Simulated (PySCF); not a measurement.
Compound: C4H8AsNSi.
Z-matrix (Å and degrees, PBE0-D3(BJ)/def2-SVP geometry), rows numbered from 1:
```
As
Si  1  2.3679
N   2  1.7719  1  109.14
C   3  1.3801  2  125.88  1    86.00
C   4  1.3743  3  108.85  2  -171.11
C   5  1.4247  4  107.15  3     0.27
C   6  1.3744  5  107.10  4     0.03
H   1  1.5275  2   91.36  3   166.59
H   1  1.5255  2   91.08  3    74.35
H   2  1.4905  1  109.41  3   116.62
H   2  1.4906  1  113.48  3  -119.03
H   4  1.0887  3  120.85  2     9.37
H   5  1.0885  4  125.88  3  -178.99
H   6  1.0885  5  126.99  4  -179.29
H   7  1.0890  3  120.85  2    -9.47
```

Linear response at PBE0/def2-SVPD (PySCF, frozen core in the response, non-relativistic). The PBE0/def2-SVPD calculation is non-relativistic and has no spin–orbit coupling, an omission that weighs most on arsenic.

Static isotropic polarisability: 113.19 au (16.77 Å³), principal values 97.5, 104.0, 138.0 au.

Problem. What is the polarisability at 1064 nm and at the sodium D line?

Solution. 114.63 au at 1064 nm (+1.3 %), 118.11 au at 589.3 nm (+4.3 %). The rise at 589.3 nm is 3.42 times that at 1064 nm; a pure ω² law gives 3.26. The lowest singlet lies at 240 nm, shorter than both wavelengths.

Problem. What is the isotropic C6 coefficient between two such molecules, C6 = (3/π)∫α(iω)² dω?

Solution. 4331 au (Eh·bohr⁶) by a ten-point quadrature over imaginary frequencies, which is 2590 eV·Å⁶ or 250 J·nm⁶/mol.

Problem. Which effective excitation energy ω̄ makes London's formula C6 = (3/4)α²ω̄ exact here?

Solution. ω̄ = 4·C6/(3α²) = 0.451 Eh = 12.3 eV. A one-pole form α(ω) = α/(1 − ω²/ω̄²) fitted to the 1064 nm value gives 10.4 eV. London's choice of the ionisation energy (8.15 eV, ΔSCF at the same level) gives C6 = 2880 au, 34 % too low.

Problem. What n − 1 at the D line would an ideal gas of it have at 273.15 K and 1 atm (2.6868 × 10¹⁹ cm⁻³), by n − 1 = 2π·N·α′?

Solution. 29.55 × 10⁻⁴, a formal value whether or not that pressure can be reached.

Problem. What molar refraction at the D line follows from R = (4π/3)·N_A·α′, with α′ the polarisability volume?

Solution. α′ = 17.50 Å³ gives R = 44.15 cm³/mol, for isolated, non-vibrating species.

Problem. How anisotropic is the static polarisability, by Δα² = ½[(α1 − α2)² + (α2 − α3)² + (α3 − α1)²]?

Solution. Δα = 37.7 au, or 0.33 of the isotropic value.

Problem. What three-body coefficient follows from the one-pole estimate C9 = (3/4)·α·C6?

Solution. 368000 au. This is an estimate from the two numbers above, not a computed integral.

Problem. How many electrons N does the Slater–Kirkwood formula C6 = (3/4)·√N·α^(3/2) need to give this C6?

Solution. N = (4·C6/3)²/α³ = 23.0; the species has 86 electrons in all.

Problem. The lowest 10 singlets have (eV, f): 5.17, 0.001; 5.47, 0.006; 5.51, 0.004; 5.83, 0.022; 5.86, 0.002; 5.96, 0.060; 6.06, 0.032; 6.27, 0.086; 6.35, 0.072; 6.42, 0.111. What share of the static polarisability do they carry in the sum over states α = Σ f/ω²?

Solution. 7.63 au, 6.7 % of α; the largest term, 1.99 au, is that of the state at 6.42 eV. Their oscillator strengths add up to 0.40. Higher states carry the rest.

One conformer stands for the species.
